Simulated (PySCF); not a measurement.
C3H7NSi, SMILES [SiH3]N1C=CC1.

Geometry optimised at TPSSh-D3(BJ)/def2-SVP. The structure was generated by enumeration, and PubChem lists no compound with its InChIKey, so it may never have been made.

These are TPSSh-D3(BJ)/def2-SVP (PySCF) values and carry that method's errors.

Frequencies are harmonic and unscaled.

```json
[
 {"mode": "1", "ν (cm⁻¹)": "97", "IR (km/mol)": "1.2", "Raman (Å⁴/amu)": "2.7", "depolarisation": "0.64", "moving atoms (share of kinetic energy)": "N 48 %, C 23 %, H 21 %, Si 8 %"},
 {"mode": "2", "ν (cm⁻¹)": "106", "IR (km/mol)": "0.1", "Raman (Å⁴/amu)": "0.9", "depolarisation": "0.71", "moving atoms (share of kinetic energy)": "H 89 %, C 9 %"},
 {"mode": "3", "ν (cm⁻¹)": "210", "IR (km/mol)": "0.7", "Raman (Å⁴/amu)": "0.3", "depolarisation": "0.73", "moving atoms (share of kinetic energy)": "C 34 %, H 33 %, N 24 %, Si 9 %"},
 {"mode": "4", "ν (cm⁻¹)": "420", "IR (km/mol)": "25.3", "Raman (Å⁴/amu)": "2.7", "depolarisation": "0.64", "moving atoms (share of kinetic energy)": "H 54 %, C 35 %, N 9 %"},
 {"mode": "5", "ν (cm⁻¹)": "532", "IR (km/mol)": "13.9", "Raman (Å⁴/amu)": "11.5", "depolarisation": "0.24", "moving atoms (share of kinetic energy)": "Si 47 %, C 32 %, H 14 %"},
 {"mode": "6", "ν (cm⁻¹)": "660", "IR (km/mol)": "23.7", "Raman (Å⁴/amu)": "4.0", "depolarisation": "0.56", "moving atoms (share of kinetic energy)": "H 85 %, C 10 %"},
 {"mode": "7", "ν (cm⁻¹)": "681", "IR (km/mol)": "66.1", "Raman (Å⁴/amu)": "22.0", "depolarisation": "0.56", "moving atoms (share of kinetic energy)": "H 86 %, Si 9 %"},
 {"mode": "8", "ν (cm⁻¹)": "706", "IR (km/mol)": "37.5", "Raman (Å⁴/amu)": "8.4", "depolarisation": "0.75", "moving atoms (share of kinetic energy)": "H 77 %, Si 12 %, C 10 %"},
 {"mode": "9", "ν (cm⁻¹)": "890", "IR (km/mol)": "15.0", "Raman (Å⁴/amu)": "3.1", "depolarisation": "0.73", "moving atoms (share of kinetic energy)": "H 57 %, C 40 %"},
 {"mode": "10", "ν (cm⁻¹)": "921", "IR (km/mol)": "132.9", "Raman (Å⁴/amu)": "13.8", "depolarisation": "0.75", "moving atoms (share of kinetic energy)": "H 89 %"},
 {"mode": "11", "ν (cm⁻¹)": "931", "IR (km/mol)": "57.9", "Raman (Å⁴/amu)": "11.9", "depolarisation": "0.71", "moving atoms (share of kinetic energy)": "C 55 %, H 44 %"},
 {"mode": "12", "ν (cm⁻¹)": "953", "IR (km/mol)": "13.9", "Raman (Å⁴/amu)": "11.1", "depolarisation": "0.45", "moving atoms (share of kinetic energy)": "H 50 %, C 45 %"},
 {"mode": "13", "ν (cm⁻¹)": "984", "IR (km/mol)": "59.8", "Raman (Å⁴/amu)": "24.7", "depolarisation": "0.75", "moving atoms (share of kinetic energy)": "H 95 %"},
 {"mode": "14", "ν (cm⁻¹)": "992", "IR (km/mol)": "278.7", "Raman (Å⁴/amu)": "19.8", "depolarisation": "0.75", "moving atoms (share of kinetic energy)": "H 82 %, C 9 %"},
 {"mode": "15", "ν (cm⁻¹)": "994", "IR (km/mol)": "18.7", "Raman (Å⁴/amu)": "6.7", "depolarisation": "0.72", "moving atoms (share of kinetic energy)": "H 66 %, C 30 %"},
 {"mode": "16", "ν (cm⁻¹)": "1046", "IR (km/mol)": "56.6", "Raman (Å⁴/amu)": "3.1", "depolarisation": "0.19", "moving atoms (share of kinetic energy)": "N 41 %, C 38 %, H 18 %"},
 {"mode": "17", "ν (cm⁻¹)": "1086", "IR (km/mol)": "68.1", "Raman (Å⁴/amu)": "21.1", "depolarisation": "0.35", "moving atoms (share of kinetic energy)": "H 59 %, N 21 %, C 19 %"},
 {"mode": "18", "ν (cm⁻¹)": "1106", "IR (km/mol)": "2.1", "Raman (Å⁴/amu)": "6.7", "depolarisation": "0.55", "moving atoms (share of kinetic energy)": "H 89 %"},
 {"mode": "19", "ν (cm⁻¹)": "1224", "IR (km/mol)": "8.1", "Raman (Å⁴/amu)": "6.4", "depolarisation": "0.71", "moving atoms (share of kinetic energy)": "H 75 %, C 20 %"},
 {"mode": "20", "ν (cm⁻¹)": "1236", "IR (km/mol)": "97.8", "Raman (Å⁴/amu)": "2.4", "depolarisation": "0.57", "moving atoms (share of kinetic energy)": "C 40 %, H 32 %, N 26 %"},
 {"mode": "21", "ν (cm⁻¹)": "1362", "IR (km/mol)": "109.8", "Raman (Å⁴/amu)": "5.2", "depolarisation": "0.56", "moving atoms (share of kinetic energy)": "C 38 %, N 34 %, H 27 %"},
 {"mode": "22", "ν (cm⁻¹)": "1466", "IR (km/mol)": "11.8", "Raman (Å⁴/amu)": "14.6", "depolarisation": "0.66", "moving atoms (share of kinetic energy)": "H 88 %, C 11 %"},
 {"mode": "23", "ν (cm⁻¹)": "1609", "IR (km/mol)": "36.3", "Raman (Å⁴/amu)": "34.7", "depolarisation": "0.14", "moving atoms (share of kinetic energy)": "C 86 %, H 14 %"},
 {"mode": "24", "ν (cm⁻¹)": "2201", "IR (km/mol)": "190.4", "Raman (Å⁴/amu)": "187.8", "depolarisation": "0.27", "moving atoms (share of kinetic energy)": "H 97 %"},
 {"mode": "25", "ν (cm⁻¹)": "2261", "IR (km/mol)": "104.1", "Raman (Å⁴/amu)": "189.6", "depolarisation": "0.05", "moving atoms (share of kinetic energy)": "H 98 %"},
 {"mode": "26", "ν (cm⁻¹)": "2268", "IR (km/mol)": "123.2", "Raman (Å⁴/amu)": "93.5", "depolarisation": "0.73", "moving atoms (share of kinetic energy)": "H 96 %"},
 {"mode": "27", "ν (cm⁻¹)": "3043", "IR (km/mol)": "31.5", "Raman (Å⁴/amu)": "137.8", "depolarisation": "0.15", "moving atoms (share of kinetic energy)": "H 95 %"},
 {"mode": "28", "ν (cm⁻¹)": "3106", "IR (km/mol)": "18.2", "Raman (Å⁴/amu)": "93.2", "depolarisation": "0.72", "moving atoms (share of kinetic energy)": "H 90 %, C 10 %"},
 {"mode": "29", "ν (cm⁻¹)": "3199", "IR (km/mol)": "11.3", "Raman (Å⁴/amu)": "101.9", "depolarisation": "0.49", "moving atoms (share of kinetic energy)": "H 91 %, C 9 %"},
 {"mode": "30", "ν (cm⁻¹)": "3279", "IR (km/mol)": "0.9", "Raman (Å⁴/amu)": "154.2", "depolarisation": "0.22", "moving atoms (share of kinetic energy)": "H 90 %, C 10 %"}
]
```
